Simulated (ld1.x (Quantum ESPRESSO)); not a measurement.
# u(r) = r·R(r): atom against pseudo-atom (F)

Columns: radius, all-electron u(r) and pseudo u(r) of the 2s shell (level -57.12 eV) of fluorine in the configuration [He] 2s2 2p3.5; PBEsol, scalar-relativistic, TM scheme, ld1.x (Quantum ESPRESSO) 7.5.

| r (bohr) | all-electron | pseudo |
| --- | --- | --- |
| 0.047 | 0.3922 | -0.0919 |
| 0.095 | 0.4784 | -0.1783 |
| 0.142 | 0.3954 | -0.2498 |
| 0.190 | 0.2260 | -0.3083 |
| 0.237 | 0.0270 | -0.3567 |
| 0.285 | -0.1798 | -0.4094 |
| 0.332 | -0.3695 | -0.4778 |
| 0.380 | -0.5414 | -0.5740 |
| 0.427 | -0.6847 | -0.6889 |
| 0.475 | -0.8047 | -0.8048 |
| 0.522 | -0.8972 | -0.8972 |
| 0.570 | -0.9682 | -0.9682 |
| 0.617 | -1.0170 | -1.0170 |
| 0.665 | -1.0484 | -1.0484 |
| 0.712 | -1.0638 | -1.0638 |
| 0.760 | -1.0663 | -1.0663 |
| 0.807 | -1.0580 | -1.0580 |
| 0.855 | -1.0407 | -1.0407 |
| 0.902 | -1.0167 | -1.0167 |
| 0.950 | -0.9867 | -0.9867 |
| 0.997 | -0.9532 | -0.9532 |
| 1.045 | -0.9160 | -0.9160 |
| 1.092 | -0.8775 | -0.8775 |
| 1.140 | -0.8368 | -0.8368 |
| 1.187 | -0.7963 | -0.7963 |
| 1.235 | -0.7549 | -0.7549 |

(1) How many radial nodes do the two functions have?

(2) At about which radius was the pseudo-wave matched?

(3) Is the pseudo-wave norm-conserving?

Answers

(1) The all-electron 2s function has n − l − 1 = 1; the pseudo-wave has 0, since the states of the same l below it are removed with the core.

(2) 0.50 bohr, where the columns begin to agree (steps of 0.05 bohr).

(3) Yes: the TM scheme keeps the norm inside the radius equal to the all-electron one, which fixes the energy derivative of the logarithmic derivative at the level.
